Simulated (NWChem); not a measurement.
Molecule: GaCl3; SMILES [Cl][Ga]([Cl])[Cl]

Results from NWChem. Pople sets run with spherical d functions. Level Hartree-Fock/6-31G*: optimisations from one semi-empirical or force-field start; each run changes one setting, and all end within 0.3 mHa of each other.

```json
[
 {"setting": "redundant internal coordinates, default thresholds", "optimisation steps": "3"},
 {"setting": "no line search", "optimisation steps": "4"},
 {"setting": "loose thresholds", "optimisation steps": "2"},
 {"setting": "Cartesian coordinates", "optimisation steps": "3"},
 {"setting": "trust radius 0.05", "optimisation steps": "3"}
]
```
